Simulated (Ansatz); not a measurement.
Input for Ansatz (a program for electronic structure): R-CCSD(T)/def2-SVPD on H4Sn (SMILES [SnH4]) with ghost functions, monomers drawn apart or pushed together. Elements past Kr take the def2 small-core potentials; no spin–orbit coupling. The run froze 9 orbitals, filled d shells among them.

Ansatz 0.2 input:
```yaml
crystal:
  periodic: [false, false, false]
  atoms:
    - {symbol: Sn, position_ang: [0.14919305, 0.27148969, 0.13691022]}
    - {symbol: H, position_ang: [-1.49090734, 0.31754174, -0.32031598]}
    - {symbol: H, position_ang: [0.34529275, -0.96304735, 1.32508418]}
    - {symbol: H, position_ang: [1.13871927, -0.15042624, -1.18625680]}
    - {symbol: H, position_ang: [0.64312129, 1.75223943, 0.81846569]}
basis:
  gaussian:
    orbitals: def2-SVPD
    ghost_atoms:
      - {symbol: F, position_ang: [-0.97812165, -0.64898479, 3.38831417]}
      - {symbol: H, position_ang: [-0.44303681, -0.85544620, 2.65321778]}
magnetization: {spin_polarized: false}
correlation: {method: ccsd_t, electrons: outside_noble_gas}
scf: {lower_state_search: off}
```

The log:

```
WARN ansatz: RAYON_NUM_THREADS=1 ignored (pool sized by the plan → 1); use --threads N
Functional definition: HF
these checks for a lower state are left out or cut short: stability, starts, cluster_reference, orbital_swaps, neighbouring_geometries, increment
integrals: 0.11 GiB planned
950 factors; integrals over basis functions are off by at most 1.1e-3 eV
mean field: 0.17 GiB planned
mean field evaluation 1: about -5867.2469 eV, gradient 8.7e0 eV
mean field evaluation 2: about -5867.2505 eV, gradient 8.7e0 eV
mean field evaluation 4: about -5867.6753 eV, gradient 7.7e-1 eV
mean field evaluation 8: about -5867.6775 eV, gradient 9.6e-5 eV
mean field -5867.67750488 eV, -215.6331710498 hartree, gradient 7.4e-7 eV, S^2 0.000000; 0 other end points of the search recorded, 0 dependent functions left out
9 core orbitals not correlated
reference -5867.67750488 eV, -215.6331710498 hartree; 4, 4 occupied and 82, 82 virtual orbitals, 950 factors
second order -2.94517911 eV of doubles, -0.00000000 eV of singles
coupled cluster: 0.30 GiB planned
cycle   1  -3.53789469 eV  change   -5.9e-1 eV  update   5.9e-2
cycle   2  -3.76774818 eV  change   -2.3e-1 eV  update   2.1e-2
cycle   3  -3.77277711 eV  change   -5.0e-3 eV  update   4.4e-3
cycle   4  -3.77226158 eV  change    5.2e-4 eV  update   1.4e-3
cycle   5  -3.77208778 eV  change    1.7e-4 eV  update   4.3e-4
cycle   6  -3.77202045 eV  change    6.7e-5 eV  update   9.8e-5
cycle   7  -3.77202475 eV  change   -4.3e-6 eV  update   3.0e-5
cycle   8  -3.77203344 eV  change   -8.7e-6 eV  update   8.9e-6
perturbative correction -0.06754179 eV, -0.0024821149 hartree
Total energy: -5871.51708011 eV, -215.7742728370 hartree
Checks for a lower state left out: stability, starts, cluster_reference, orbital_swaps, neighbouring_geometries, increment
```

The run converged.

Cost: about 2.9 core-seconds (a rough figure).
